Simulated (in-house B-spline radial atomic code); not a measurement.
Ga⁺. Computed with a B-spline radial atomic code. Model: non-relativistic spherical atom: semilocal Troullier-Martins pseudo-atom, one channel per l, against all electrons, high spin, G0W0 and RPA with empty states to l = 8, local potential for every l without a channel, a model core (radius 0 = none) keeps its share of the functional.

What the tables leave out is listed at the end.

The pseudopotential gives back the lowest level of each angular momentum of its own functional in the configuration it was made in; a second state of the same l is only approximately right. Exact exchange, RPA and GW see the smooth pseudo-orbitals and miss the exchange with the core, for which the functional's share stands in. The column with an uncorrelated core keeps all orbitals and exact exchange, and so separates missing core correlation from pseudisation. Only the three outermost levels and the lowest empty one were computed. RPA here is direct RPA, with no exchange kernel, and its energies carry an (l + 1/2)⁻⁴ tail. A hybrid on a potential with a model core restores only its own semilocal share of the core's exchange.

Command:
```bash
python run_psgw.py task.json out
```
Settings (lengths in bohr, energies in hartree):
```
Z                      31
electrons              30
configuration          [Ar] 3d10 4s2
generated_in           [Ar] 3d10 4s2 4p1
functional             pbe,pbe
core_shells            4
radius_factor          1
core_correction        False
ion_configuration      [Ar] 3d10 4s1
```

Cost of the run: 66 s on 1 thread of Arm Neoverse N1 (shared host).

Given: made with PBE; model core radius 0 bohr; local radius 0.768 bohr; mean-field start PBE.

Valence shells of the generating configuration: 3p, 3d, 4s, 4p.

Channel: s 1.917, p 0.565, d 1.596 (radii in bohr).

Computed: largest level miss in the spin-unpolarised generating configuration 0.012 eV; valence RPA correlation energy all-electron orbitals -1.3125 hartree; valence RPA correlation energy pseudo -1.3462 hartree; all-electron RPA polarisability, core included 14.799 bohr³; ionisation by mean-field all-electron 20.427 eV; ionisation by mean-field pseudo minus all 0.007 eV; ionisation by RPA pseudo minus all 1.017 eV.

```tsv
level	occupied	mean-field all-electron (eV)	mean-field pseudo minus all (eV)	G0W0 all-electron (eV)	G0W0 uncorrelated core minus all (eV)	G0W0 pseudo minus all (eV)	exchange self-energy all-electron (eV)	exchange self-energy pseudo (eV)
4s	1	-16.039	-0.006	-20.482	-0.072	-0.978	-14.318	-14.418
4p (empty)	0	-9.0913	-0.024	-6.162	0	0.089	-3.9288	-3.351
```

Question: What is the ionisation by RPA all-electron?

Answer: 20.593 eV.

Question: What is the pseudo-atom RPA polarisability?

Answer: 14.805 bohr³.

Given: mean-field start PBE0.

Computed: valence RPA correlation energy all-electron orbitals -1.2543 hartree; all-electron RPA polarisability, core included 13.449 bohr³; pseudo-atom RPA polarisability 12.74 bohr³; ionisation by mean-field all-electron 20.095 eV; ionisation by mean-field pseudo minus all 0.352 eV; ionisation by RPA all-electron 20.417 eV.

```json
{"level": "4s", "occupied": "1", "mean-field all-electron (eV)": "-16.922", "mean-field pseudo minus all (eV)": "-0.293", "G0W0 all-electron (eV)": "-20.399", "G0W0 uncorrelated core minus all (eV)": "-0.067", "G0W0 pseudo minus all (eV)": "-1.058", "exchange self-energy all-electron (eV)": "-14.087", "exchange self-energy pseudo (eV)": "-14.736"}
{"level": "3d", "occupied": "1", "mean-field all-electron (eV)": "-31.403", "mean-field pseudo minus all (eV)": "0.555", "G0W0 all-electron (eV)": "-37.068", "G0W0 uncorrelated core minus all (eV)": "0.084", "G0W0 pseudo minus all (eV)": "1.53", "exchange self-energy all-electron (eV)": "-57.677", "exchange self-energy pseudo (eV)": "-47.727"}
{"level": "4p (empty)", "occupied": "0", "mean-field all-electron (eV)": "-8.2048", "mean-field pseudo minus all (eV)": "0.094", "G0W0 all-electron (eV)": "-6.1214", "G0W0 uncorrelated core minus all (eV)": "0", "G0W0 pseudo minus all (eV)": "0.163", "exchange self-energy all-electron (eV)": "-3.6334", "exchange self-energy pseudo (eV)": "-3.1005"}
```

Question: What is the ionisation by RPA pseudo minus all?

Answer: 1.049 eV.

Question: What is the valence RPA correlation energy pseudo?

Answer: -1.2985 hartree.

Given: mean-field start Hartree-Fock.

Computed: valence RPA correlation energy all-electron orbitals -1.1161 hartree; valence RPA correlation energy pseudo -1.1827 hartree; pseudo-atom RPA polarisability 9.0251 bohr³; ionisation by mean-field all-electron 18.449 eV; ionisation by RPA all-electron 19.993 eV; ionisation by RPA pseudo minus all 1.142 eV.

```csv
level,occupied,mean-field all-electron (eV),mean-field pseudo minus all (eV),G0W0 all-electron (eV),G0W0 uncorrelated core minus all (eV),G0W0 pseudo minus all (eV),exchange self-energy all-electron (eV),exchange self-energy pseudo (eV)
4s,1,-18.723,-1.478,-20.129,-0.052,-1.093,-13.278,-15.745
3d,1,-40.684,2.633,-38.202,0.083,1.989,-58.21,-47.899
4p (empty),0,-5.304,0.373,-6.0565,0,0.435,-2.6072,-2.093
```

Question: What is the all-electron RPA polarisability, core included?

Answer: 11.323 bohr³.

Question: What is the ionisation by mean-field pseudo minus all?

Answer: 1.408 eV.

Among the listed levels the largest G0W0 shift of the pseudo-atom is +1.99 eV, for 3d on the Hartree-Fock start, while leaving the core uncorrelated moves that level by +0.08 eV. So pseudisation and the lost core exchange, not the missing core correlation, make the error. Not in the tables (levels of low weight, unsolved or above zero; the highest and the empty levels are kept at any weight): on PBE the G0W0 levels 3d (pseudo minus all +1.21 eV, weights 0.74 and 0.66), 3p (pseudo minus all +3.63 eV, weights 0.24 and 0.26); on PBE0 the G0W0 levels 3p (pseudo minus all +2.71 eV, weights 0.09 and 0.48); on Hartree-Fock the G0W0 levels 3p (pseudo minus all +4.08 eV, weights 0.16 and 0.69).
